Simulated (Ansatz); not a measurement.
Si11H18, a cluster cut from hexagonal silicon. The state is a singlet with charge 0. Geometry PBE-D4/def2-SVP, basis def2-TZVP, Ansatz.

```xyz
29

Si    1.1147    2.3892    1.1331
Si   -1.1355    1.6973    1.0780
Si   -0.0389    1.4638   -2.6583
Si   -1.7877    1.1162   -1.1233
Si   -1.3455   -0.1445    2.5302
Si   -2.5399   -1.1101   -1.2369
Si    2.4607    0.6798    0.2338
Si    1.9342    0.3355   -2.0453
Si    2.1786   -1.3123    1.4561
Si   -0.0802   -1.9372    1.6768
Si   -0.9537   -2.6381   -0.4055
H     1.2957    3.6545    0.3311
H     1.5219    2.6670    2.5591
H    -2.0221    2.8224    1.5573
H     0.2607    2.9412   -2.7221
H    -0.4798    1.0109   -4.0288
H    -2.9371    2.0154   -1.5176
H    -0.8407    0.2339    3.9008
H    -2.7922   -0.5556    2.6524
H    -3.7977   -1.2375   -0.4133
H    -2.8750   -1.4519   -2.6682
H     3.9136    1.0838    0.3322
H     3.0707    0.8470   -2.8958
H     1.7788   -1.1378   -2.3239
H     2.7691   -1.1262    2.8330
H     2.9316   -2.4235    0.7664
H    -0.1492   -3.1003    2.6391
H     0.1615   -2.8002   -1.4068
H    -1.6167   -3.9826   -0.2339
```

```csv
run,HOMO (eV),LUMO (eV)
A,-6.70,-2.16
B,-6.32,-2.03
C,-8.31,-0.65
D,-6.47,-2.24
E,-7.45,-1.55
F,-7.06,-1.91
```

Single mean-field runs in def2-TZVP are fitted with def2-universal-jkfit.

Task: The runs used BHLYP, BLYP, PBE, PBE0, r2SCAN, r2SCANh. Estimate which is which.

Result: A r2SCAN (0 % exact exchange); B BLYP (0 % exact exchange); C BHLYP (50 % exact exchange); D PBE (0 % exact exchange); E PBE0 (25 % exact exchange); F r2SCANh (10 % exact exchange). Exact exchange lowers occupied and raises empty levels; among semilocal functionals meta-GGAs tend to open the gap a little, and such runs are hard to tell apart. The gap grows from 4.23 eV (PBE) to 7.66 eV (BHLYP).
